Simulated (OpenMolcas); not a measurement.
## Si: CASPT2 settings compared

```
Program             : OpenMolcas 26.06
Basis               : ANO-RCC-VQZP [6s5p3d2f1g]
Scalar Hamiltonian  : X2C, point nucleus
Active space        : 2 electrons in 3 orbitals (3p)
State averaging     : 2S+1 = 3 even, 3 roots; 2S+1 = 1 even, 6 roots
Spin-orbit coupling : RASSI with atomic mean-field integrals over the reference wave functions, term energies averaged over their components
```

Methods on the same reference wave functions:
A. CASSCF
B. SS-CASPT2, IPEA 0.5 Eh, sigma1 regulariser 0.1 Eh (closed shells correlated: 2s 2p 3s)
C. SS-CASPT2, IPEA 0.6 Eh, imaginary shift 0.4 Eh (closed shells correlated: 3s)
D. XMS-CASPT2, IPEA 0.6 Eh, sigma2 regulariser 0.4 Eh (closed shells correlated: 2s 2p 3s)

Energies in eV above 3s² 3p² ³P₀, the measured ground level; measured values from NIST Handbook of Basic Atomic Spectroscopic Data.

| Level | A | B | C | D | Measured |
| --- | --- | --- | --- | --- | --- |
| 3s² 3p² ³P₀ | 0.0000 | 0.0000 | 0.0000 | 0.0000 | 0.0000 |
| 3s² 3p² ³P₁ | 0.0082 | 0.0083 | 0.0083 | 0.0083 | 0.0096 |
| 3s² 3p² ³P₂ | 0.0242 | 0.0242 | 0.0242 | 0.0242 | 0.0277 |
| 3s² 3p² ¹D₂ | 1.0831 | 0.732 | 0.743 | 0.735 | 0.7810 |
| 3s² 3p² ¹S₀ | 2.6415 | 1.869 | 1.907 | 1.910 | 1.9087 |

Deviations, from unrounded energies. A percentage is the sum of absolute deviations over the sum of measured energies, with the sign that they share, or ± where signs differ.

```tsv
Against measurement	Levels	A	B	C	D
mean absolute deviation (cm-1)	4	2100	190	89	110
fine structure of the ground term (%)	2	-12.9	-12.6	-12.6	-12.6
other terms of the ground configuration (%)	2	+38.5	-3.3	-1.5	±1.8
```

C lies closest to measurement on these levels and A furthest from it. The largest miss of C in the table is 3s² 3p² ¹D₂, by -310 cm-1. The ranking rests on the paired levels alone, and a cruder setting can come out closer through cancelling errors.

Among B to D the level of the table that moves most is 3s² 3p² ¹S₀, by 330 cm-1 (lowest in B, highest in D). Moves below CASPT2's spread within the term are not significant.

The mean deviations of B to D differ by less than CASPT2's widest spread within a term (920 cm-1), so their order carries little weight.

From A to B the spin-free energies of the other terms of 3s² 3p² shown, above ³P, scale by factors of 0.67 to 0.71.

The lowest spin-free term lies below A's lowest term by 0.112 hartree in B, 0.055 hartree in C, 0.116 hartree in D.

CASPT2 does not keep the components of a term degenerate, so their means are used; among the terms shown or strongly mixed into the levels shown the widest spread is 920 cm-1 (3s² 3p² ¹D, D). With the s shell closed, the reference lacks s² → p² mixing. Without dynamic correlation excited terms often stand tens of per cent too high (terms of higher spin than the ground term too low), and those without a measured partner can miss by more than the paired ones (holds for A). Computed and measured levels are paired by configuration, term and J; levels that our copy of the source lacks, or whose pairing is in doubt (as where it misses far off the trend of its configuration), stay unpaired and out of the deviations. Only configurations of the active space appear.
